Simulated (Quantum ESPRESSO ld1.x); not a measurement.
The numbers below are computed, except where a source is named.
One sound ld1.x (Quantum ESPRESSO 7.5) input for the strontium ion Sr3+ gives E = -3173.5856 hartree in 29 iterations:

```
 &input
    zed=38.0,
    iswitch=1,
    rel=1,
    dft='PZ',
    config='[Ar] 3d10 4s2 4p5',
    prefix='ld1',
    max_out_wfc=37,
    file_charge='ld1.rho',
 /
```

Changed or added lines, one case at a time, and what came of them:

- beta=2.0: harmless. The Broyden-type mixing copes: 19 iterations against 29, same energy.
- zval=1: refused. The program stops in ld1_readin with "reading input namelist": the namelist holds a keyword that &input does not know.
- tr2=1e-22: usable despite the warning. The threshold lies below the rounding noise, so the cycle runs to its limit and warns, but the energy differs from the sound run by less than 1e-5 hartree.
- lsd=1 dft='PBE': silently wrong. The run ends normally, but in this build (ld1.x 7.5) Etot and Exc of a spin-polarised run lack the gradient corrections of exchange and correlation and come out near their LSDA values (nitrogen, PBE: -54.132 hartree against -54.536 from two other codes). The eigenvalues and orbitals are those of the GGA; the energies must not be used.
- noscf=.true.: ran as typed. With noscf the program prints the levels of a bare nucleus, with no screening and no total energy; they are not those of the atom.
- config='[Ar] 3d10 4s2 4p5 5s4': refused. The program stops in el_config with "wrong occupancy:4": an s shell holds at most 2 electrons.
- dx=0.001: refused. The program stops in do_mesh with "ndmx is too small": the mesh holds 3500 points at most, so dx, xmin and rmax must fit that.
